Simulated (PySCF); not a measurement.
BP86 on Si⁻ (silicon, charge -1), [Ne] 3s2 3p3, high-spin 4S determinant. Calculation: PySCF 2.14, in dyall-av2z; no relativity, point nucleus.

```
cycle= 1 E= -289.456706390307  delta_E= -0.0106  |g|= 0.0117  |ddm|= 0.176
cycle= 2 E= -289.456670756138  delta_E= 3.56e-05  |g|= 0.00817  |ddm|= 0.0463
cycle= 3 E= -289.456742370697  delta_E= -7.16e-05  |g|= 0.0059  |ddm|= 0.0345
cycle= 4 E= -289.456772512964  delta_E= -3.01e-05  |g|= 0.000607  |ddm|= 0.0106
cycle= 5 E= -289.456773010222  delta_E= -4.97e-07  |g|= 1.87e-05  |ddm|= 0.00172
cycle= 6 E= -289.456773010591  delta_E= -3.69e-10  |g|= 2.92e-06  |ddm|= 6.36e-05
converged SCF energy = -289.456773010591  <S^2> = 3.7504559  2S+1 = 4.0002279
```

Highest occupied orbital energy: 1.055 eV; ⟨L²⟩ = 0.00; populations by l: s 6.00, p 9.00, d 0.00.

Can this result be used?

With care. The calculation finished and met its thresholds. At BP86 the highest occupied level has a positive energy, so only the finite basis holds that electron; in a semilocal or global hybrid functional this comes from self-interaction and does not mean that the real anion is unbound.
